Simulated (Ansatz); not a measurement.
CH₅FGeOS (`C[O][GeH]([F])[SH]`), relaxed with RKS PBE0-D4/def2-TZVP in Ansatz 0.2.0 from a GFN2-xTB geometry. The force threshold is 0.005 eV/Å; the program also tests the step.

Charge 0, multiplicity 1.

Start:

```xyz
10

C    -0.376   -0.625   -1.589
O     0.581    0.155   -0.892
Ge    0.637    0.649    0.763
F    -0.576    1.926    1.020
S     0.083   -0.939    2.197
H    -0.525   -1.594   -1.109
H    -1.333   -0.105   -1.651
H     0.019   -0.778   -2.594
H     1.937    1.394    0.794
H    -0.446   -0.083    3.060
```

```json
{"step": "1", "energy (eV)": "-73224.1449", "largest force (eV/Å)": "1.266", "largest move (Å)": "0.000"}
{"step": "2", "energy (eV)": "-73224.2164", "largest force (eV/Å)": "0.561", "largest move (Å)": "0.194"}
{"step": "3", "energy (eV)": "-73224.2394", "largest force (eV/Å)": "0.367", "largest move (Å)": "0.101"}
{"step": "4", "energy (eV)": "-73224.2529", "largest force (eV/Å)": "0.227", "largest move (Å)": "0.037"}
{"step": "5", "energy (eV)": "-73224.2619", "largest force (eV/Å)": "0.121", "largest move (Å)": "0.097"}
{"step": "6 (rejected)", "energy (eV)": "-73224.2605", "largest force (eV/Å)": "0.310", "largest move (Å)": "0.105"}
{"step": "7", "energy (eV)": "-73224.2657", "largest force (eV/Å)": "0.043", "largest move (Å)": "0.053"}
{"step": "8", "energy (eV)": "-73224.2680", "largest force (eV/Å)": "0.063", "largest move (Å)": "0.100"}
{"step": "9", "energy (eV)": "-73224.2686", "largest force (eV/Å)": "0.020", "largest move (Å)": "0.049"}
{"step": "10 (rejected)", "energy (eV)": "-73224.2664", "largest force (eV/Å)": "0.329", "largest move (Å)": "0.140"}
{"step": "11", "energy (eV)": "-73224.2691", "largest force (eV/Å)": "0.019", "largest move (Å)": "0.049"}
{"step": "12 (rejected)", "energy (eV)": "-73224.2691", "largest force (eV/Å)": "0.147", "largest move (Å)": "0.098"}
{"step": "13 (rejected)", "energy (eV)": "-73224.2640", "largest force (eV/Å)": "0.221", "largest move (Å)": "0.049"}
{"step": "14", "energy (eV)": "-73224.2694", "largest force (eV/Å)": "0.005", "largest move (Å)": "0.024"}
{"step": "15", "energy (eV)": "-73224.2697", "largest force (eV/Å)": "0.029", "largest move (Å)": "0.049"}
{"step": "16", "energy (eV)": "-73224.2698", "largest force (eV/Å)": "0.051", "largest move (Å)": "0.045"}
{"step": "17", "energy (eV)": "-73224.2699", "largest force (eV/Å)": "0.030", "largest move (Å)": "0.013"}
{"step": "18", "energy (eV)": "-73224.2701", "largest force (eV/Å)": "0.007", "largest move (Å)": "0.036"}
{"step": "19", "energy (eV)": "-73224.2702", "largest force (eV/Å)": "0.027", "largest move (Å)": "0.054"}
{"step": "20", "energy (eV)": "-73224.2702", "largest force (eV/Å)": "0.034", "largest move (Å)": "0.013"}
{"step": "21", "energy (eV)": "-73224.2702", "largest force (eV/Å)": "0.006", "largest move (Å)": "0.004"}
{"step": "22", "energy (eV)": "-73224.2703", "largest force (eV/Å)": "0.010", "largest move (Å)": "0.004"}
{"step": "23", "energy (eV)": "-73224.2703", "largest force (eV/Å)": "0.004", "largest move (Å)": "0.013"}
{"step": "24", "energy (eV)": "-73224.2703", "largest force (eV/Å)": "0.003", "largest move (Å)": "0.009"}
```

End:

```xyz
10

C    -0.399   -0.584   -1.437
O     0.682    0.193   -0.960
Ge    0.739    0.737    0.705
F    -0.589    1.830    0.954
S     0.374   -0.898    2.142
H    -0.611   -1.434   -0.779
H    -1.306    0.019   -1.540
H    -0.120   -0.967   -2.420
H     2.055    1.490    0.869
H    -0.825   -0.385    2.466
```

It took 110 s on 2 threads of an AMD EPYC 7R13 on a shared host and a share of an NVIDIA H100 80 GB, with 0.89 GiB of host memory at the peak.
